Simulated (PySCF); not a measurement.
**Correlation energy of B (boron, neutral)**

[He] 2s1 2p1 3s1, high-spin 4P determinant (an excited configuration). Calculation: PySCF 2.14, in x2c-TZVPPall with one added diffuse shell each of s, p, d type (6s4p3d1f, 40 functions); scalar relativity by spin-free X2C-1e. Frozen: 1s2; 3 electrons correlated.

```csv
level,correlation energy (mhartree)
CCSD,-9.57
(T),-0.08
CCSD(T),-9.65
CCSDT,-9.69
```

Diagnostics: T1 = 0.011, D1 = 0.0254, largest double amplitude 0.044.

The outer electron is Rydberg-like, and this basis confines it to a smaller radius and binds it less than a complete one would.

Cost of the coupled-cluster step: of the order of 0.5 core-seconds, for 3 correlated electrons.

Iterations:

```
CC2 = 0
CCSD nocc = (np.int64(3), np.int64(0)), nmo = (39, 39)
frozen orbitals [[0], [0]]
max_cycle = 100
direct = 0
conv_tol = 1e-08
conv_tol_normt = 1e-06
diis_space = 8
diis_start_cycle = 0
Init t2, MP2 energy = -0.00549967260085843
Init E_corr(UCCSD) = -0.00549967260203881
cycle = 1  E_corr(UCCSD) = -0.0075651538223977  dE = -0.00206548122  norm(t1,t2) = 0.0277305
cycle = 2  E_corr(UCCSD) = -0.00846719412228938  dE = -0.0009020403  norm(t1,t2) = 0.0158225
cycle = 3  E_corr(UCCSD) = -0.00948394899914726  dE = -0.00101675488  norm(t1,t2) = 0.00999175
cycle = 4  E_corr(UCCSD) = -0.0094709980694146  dE = 1.29509297e-05  norm(t1,t2) = 0.00392394
cycle = 5  E_corr(UCCSD) = -0.00956274481347578  dE = -9.17467441e-05  norm(t1,t2) = 0.00220937
cycle = 6  E_corr(UCCSD) = -0.0095621058849831  dE = 6.38928493e-07  norm(t1,t2) = 0.00121319
cycle = 7  E_corr(UCCSD) = -0.00955670234399936  dE = 5.40354098e-06  norm(t1,t2) = 0.00274149
cycle = 8  E_corr(UCCSD) = -0.00956905026453405  dE = -1.23479205e-05  norm(t1,t2) = 0.000143828
cycle = 9  E_corr(UCCSD) = -0.00956463768569439  dE = 4.41257884e-06  norm(t1,t2) = 4.40847e-05
cycle = 10  E_corr(UCCSD) = -0.00956553306633403  dE = -8.9538064e-07  norm(t1,t2) = 1.1265e-05
cycle = 11  E_corr(UCCSD) = -0.00956551180540192  dE = 2.12609321e-08  norm(t1,t2) = 1.88155e-06
cycle = 12  E_corr(UCCSD) = -0.00956549985695547  dE = 1.19484465e-08  norm(t1,t2) = 7.5054e-07
cycle = 13  E_corr(UCCSD) = -0.00956550006843962  dE = -2.11484157e-10  norm(t1,t2) = 4.54652e-07
UCCSD converged
E(UCCSD) = -24.25394427099226  E_corr = -0.009565500068439625
UCCSD(T) correction = -8.2372544273605e-05
```
